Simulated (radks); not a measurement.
All-electron calculation, scalar-relativistic Kohn-Sham, r2SCAN, spin-polarised, spherical densities, finite nucleus; open shells are filled with parallel spins first; meta-GGA in the generalised Kohn-Sham scheme; Fermi nuclear charge, rms radius of each element as measured or else 0.836 A^(1/3) + 0.57 fm. Program: a radial shooting solver on a logarithmic mesh with Libxc functionals. Each species is in its NIST ground configuration. Rank N2+, F2+, Ne2+, O2+, Be2+, B2+, C2+ by radius at which the density is 0.001 e/bohr^3 (bohr), largest first.

Answer. B2+ 2.85, C2+ 2.79, N2+ 2.67, O2+ 2.55, F2+ 2.43, Ne2+ 2.36, Be2+ 1.46.
